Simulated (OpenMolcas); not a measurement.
Ni³⁺.

```
Program             : OpenMolcas 26.06
Basis               : ANO-R2 [6s5p4d2f1g]
Scalar Hamiltonian  : X2C, finite nucleus
Active space        : 7 electrons in 5 orbitals (3d)
State averaging     : 2S+1 = 4 even, 10 roots; 2S+1 = 2 even, 40 roots
Spin-orbit coupling : state interaction with AMFI integrals over the reference wave functions, term energies averaged over their components
```

Two sets of levels on these reference wave functions, in cm⁻¹ above 3d⁷ ⁴F_9/2: one from CASSCF and one from MS-CASPT2, IPEA 0.25 Eh, imaginary shift 0.1 Eh (closed shells correlated: 3s 3p).

| Level | Set 1 | Set 2 |
| --- | --- | --- |
| 3d⁷ ⁴F_9/2 | 0.0 | 0.0 |
| 3d⁷ ⁴F_7/2 | 1156 | 1150 |
| 3d⁷ ⁴F_5/2 | 1993 | 1992 |
| 3d⁷ ⁴F_3/2 | 2560 | 2570 |
| 3d⁷ ⁴P_5/2 | 18220 | 22210 |
| 3d⁷ ²G_9/2 | 19520 | 22320 |
| 3d⁷ ⁴P_3/2 | 18450 | 22580 |
| 3d⁷ ⁴P_1/2 | 19090 | 23130 |
| 3d⁷ ²G_7/2 | 20610 | 23420 |
| 3d⁷ ²P_3/2 | 23370 | 29430 |
| 3d⁷ ²H_11/2 | 26850 | 29620 |
| 3d⁷ ²P_1/2 | 24330 | 30600 |
| 3d⁷ ²H_9/2 | 27840 | 30610 |
| 3d⁷ ²D_5/2(1) | 27000 | 32110 |
| 3d⁷ ²D_3/2(1) | 28640 | 33850 |
| 3d⁷ ²F_5/2 | 43450 | 51070 |

Task: Which set is which?

Result: Set 1 is MS-CASPT2. Its levels of the other terms of 3d⁷ lie at 0.79 to 0.91 of the other set's values, as expected, since terms of lower spin or lower L gain more correlation energy than the Hund ground term. Against 15 measured levels (Corliss and Sugar, J. Phys. Chem. Ref. Data 10, 197 (1981)) the mean absolute deviation is 150 cm-1 with it and 3500 cm-1 without; single levels miss by up to 330 cm-1 with it.

CASPT2 breaks the degeneracy within a term, and the mean is taken; among the terms shown or strongly mixed into the levels shown the widest spread is 1200 cm-1 (3d⁷ ⁴F, MS-CASPT2). Without dynamic correlation excited terms often stand tens of per cent too high (terms of higher spin than the ground term too low), and those without a measured partner can miss by more than the paired ones (holds for CASSCF). The CASPT2 spread within a term exceeds the gap to the next term for 3d⁷ ²H and 3d⁷ ²D(1), so the order of their levels is uncertain (holds for MS-CASPT2). Measured partners are found by configuration, term and J. A level has none where our copy of the source lacks it or the pairing is in doubt (some pairs that miss far off the trend of their configuration count as doubtful), and it then counts in no deviation. Levels of configurations outside the active space are missing. The table leaves out levels that lie high or whose names do not pair safely across all columns.

A number in round brackets counts repeated terms of one configuration in the order of the reference energies.
